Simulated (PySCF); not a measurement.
# LaH3: umbrella curve

Method: r2SCAN in PySCF with La def2-TZVP with ECP46, H def2-TZVP; scalar-relativistic core potentials, no spin–orbit coupling; density-fitted integrals.

Rigid scan from the singlet minimum (La–H 2.121 Å (×3); H–La–H 110.5° (×3)). Coordinate: angle between each bond and the threefold axis, bonds fixed. Energies in kJ/mol from the minimum.

Question: Predict the curve at 55, 60, 65, 70, 75, 80, 85, 90.

Answer: 
```tsv
angle of the bonds to the threefold axis (°)	E (kJ/mol)	dipole size (D)
55	24.3	7.83
60	11.7	7.12
65	3.7	6.25
70	0.2	5.26
75	0.8	4.13
80	3.9	2.87
85	7.3	1.48
90	8.7	0.00
```

With the bonds held, the planar shape lies 8.7 kJ/mol from the minimum.

Stability towards spin polarisation was not tested.

Other isomers or separated fragments may lie lower.
